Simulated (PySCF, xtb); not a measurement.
FH₄NO₂Si, SMILES [Si](F)(O)(O)N.

GFN2-xTB in xtb at its own geometry gives an orbital gap of 8.51 eV and a dipole moment of 1.61 D.

Coordinates come from a B3LYP-D3(BJ)/def2-SVP optimisation. This is a generated structure with no PubChem entry under its InChIKey; it may be hypothetical. The values are those of a single conformer.

What does PBE0/def2-TZVP (PySCF) give? (An estimate is asked for; the answer gives what the named calculation found.)

gap 8.54 eV (levels -8.06 and 0.48 eV), dipole 1.62 D.
